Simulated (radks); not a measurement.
Spherical jellium clusters: N electrons in a uniform positive sphere of charge N and radius rs N^(1/3), rs = 3.19 bohr. Level of theory: non-relativistic Kohn-Sham, PBEsol, spin-polarised, spherical densities (a radial shooting solver with Libxc functionals). Levels are named by radial order and angular momentum (1s, 1p, 1d, 2s, ...), and open shells are averaged over m. Each electron was tried in the lowest free levels, single moves between levels near the top were tried too, and the lowest total energy was kept; such a search can miss a lower state. Energies include the self-energy of the background; IP and EA are vertical (highest electron removed, lowest free level filled), at fixed background; spill-out counts the electrons outside the background radius R, and alpha is the static dipole polarisability from linear response (closed shells only). A dash means not computed or, for alpha, an open shell; in EA it means that no bound solution was reached, which is typical of self-interaction and does not show that the anion is unstable. Real open-shell clusters deform, which this model forbids.

| N | open shells | 2S | E/N (eV) | E(N+1) + E(N-1) - 2E(N) (eV) | IP (eV) | EA (eV) | -e(HOMO) (eV) | spill-out (e) |
|---|---|---|---|---|---|---|---|---|
| 1 | 1s(up 1, down 0) | 1 | -1.039 | - | - | - | 3.462 | 0.45 |
| 2 | none | 0 | -1.562 | 1.475 | 6.155 | - | 3.771 | 0.65 |
| 3 | 1p(up 1, down 0) | 1 | -1.244 | -0.833 | 4.213 | - | 2.297 | 1.00 |
| 4 | 1p(up 2, down 0) | 2 | -1.294 | -0.617 | 4.992 | - | 2.987 | 1.21 |
| 5 | 1p(up 3, down 0) | 3 | -1.447 | 0.477 | 5.430 | - | 3.439 | 1.36 |
| 6 | 1p(up 3, down 1) | 2 | -1.469 | -0.584 | 4.782 | - | 3.045 | 1.52 |
| 7 | 1p(up 3, down 2) | 1 | -1.569 | -0.398 | 5.265 | 1.807 | 3.484 | 1.64 |
| 8 | none | 0 | -1.693 | 1.762 | 5.559 | - | 3.788 | 1.75 |
| 9 | 1d(up 1, down 0) | 1 | -1.594 | -0.373 | 3.702 | - | 2.143 | 1.96 |
| 10 | 1d(up 2, down 0) | 2 | -1.552 | -0.320 | 4.076 | - | 2.513 | 2.14 |
| 11 | 1d(up 3, down 0) | 3 | -1.547 | -0.276 | 4.364 | - | 2.808 | 2.28 |
| 12 | 1d(up 4, down 0) | 4 | -1.566 | -0.240 | 4.595 | 1.580 | 3.051 | 2.40 |
| 13 | 1d(up 5, down 0) | 5 | -1.600 | 0.457 | 4.783 | - | 3.255 | 2.51 |
| 14 | 1d(up 5, down 0) 2s(up 1, down 0) | 6 | -1.597 | -0.162 | 4.274 | 1.376 | 2.874 | 2.77 |
| 15 | 1d(up 5, down 2) | 3 | -1.605 | -0.298 | 4.465 | 1.653 | 3.033 | 2.73 |
| 16 | 1d(up 5, down 3) | 2 | -1.630 | -0.201 | 4.666 | 1.863 | 3.240 | 2.83 |
| 17 | 1d(up 5, down 4) | 1 | -1.664 | -0.175 | 4.831 | 2.045 | 3.415 | 2.92 |
| 18 | none | 0 | -1.705 | 0.204 | 4.969 | 1.903 | 3.564 | 3.01 |
| 19 | 2s(up 1, down 0) | 1 | -1.730 | 0.300 | 4.729 | 1.697 | 3.372 | 3.19 |
| 20 | none | 0 | -1.738 | 0.784 | 4.436 | - | 3.158 | 3.42 |
| 21 | 1f(up 1, down 0) | 1 | -1.707 | -0.183 | 3.686 | - | 2.392 | 3.54 |
| 22 | 1f(up 2, down 0) | 2 | -1.688 | -0.167 | 3.852 | 1.316 | 2.565 | 3.64 |
| 23 | 1f(up 3, down 0) | 3 | -1.678 | -0.154 | 3.999 | 1.475 | 2.719 | 3.74 |
| 24 | 1f(up 4, down 0) | 4 | -1.675 | - | 4.129 | 1.619 | 2.857 | 3.83 |

All shells are closed at N = 2, 8, 18, 20 (there: 1s2 1p6 1d10 2s2); the second difference of the energy has clear peaks (12 % above both neighbours; the first and last values, which can be the largest, are not judged, and half-filled shells can peak too) at N = 5, 8, 13, 20.
